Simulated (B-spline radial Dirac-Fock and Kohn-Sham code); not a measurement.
Run log: Zr

ΔSCF core binding energies without Breit or QED terms, calculated with a radial finite-basis atomic code. Keys: rel is the Hamiltonian (dirac, or spin-free x2c and nr, where L3 and M5 stand for the whole 2p and 3d shells), method is hf or an exchange,correlation pair (spin-unpolarised, also for the hole states), nuc the nuclear model, radius_factor scales its radius, rmax is the box in bohr, h the logarithmic mesh step, order the B-spline order, points the quadrature points per cell, c_factor scales the speed of light, and damp, ndamp, maxit and tol steer the iteration. The run stops when the commutator error falls below 10·tol·max(1, Z/10), or the numerical noise floor, and the energy has settled to about 1e-8 Ha; the virial ratio is −V/T.

Input (task.json):

```json
{"items": [{"Z": 40, "q": 0, "cfg": [[1, 0, 2], [2, 0, 2], [2, 1, 6], [3, 0, 2], [3, 1, 6], [3, 2, 10], [4, 0, 2], [4, 1, 6], [4, 2, 2], [5, 0, 2]], "A": 90, "rrms": 4.2694, "do": "settings", "holes": ["K", "L3", "M5"],
  "settings": [{"rel": "dirac", "method": "hf", "nuc": "fermi", "radius_factor": 1.0, "rmax": 45.0, "h": 0.3, "order": 8, "points": 10, "c_factor": 1.0, "maxit": 77, "damp": 0.5, "ndamp": 3, "tol": 1e-14}]}]}
```

Command: `python xray2_run.py task.json out`

Ground-state iterations:

```
iter   energy (Ha)        error
   1    -3595.29056597  1.45e+00
   2    -3596.57632451  1.54e-01
   3    -3597.04152492  3.50e-02
   4    -3597.07831571  1.56e-02
   5    -3597.08310725  3.95e-03
   6    -3597.08396725  1.66e-03
   7    -3597.08409063  7.00e-04
   8    -3597.08411520  1.75e-04
   9    -3597.08411796  2.52e-05
  10    -3597.08411802  4.51e-06
  11    -3597.08411802  4.64e-07
  12    -3597.08411802  2.70e-08
```

The ground state converged in 12 iterations, with total energy -3597.08412 Ha, virial ratio 1.96740 and highest orbital energy -5.86 eV. ΔSCF binding energies: K (1s) 18052.3 eV, L3 (2p3/2) 2235.5 eV, M5 (3d5/2) 188.5 eV.

One setting is outside the advised range (tolerance below the noise), but here it does no visible harm: the result matches the run with default settings.
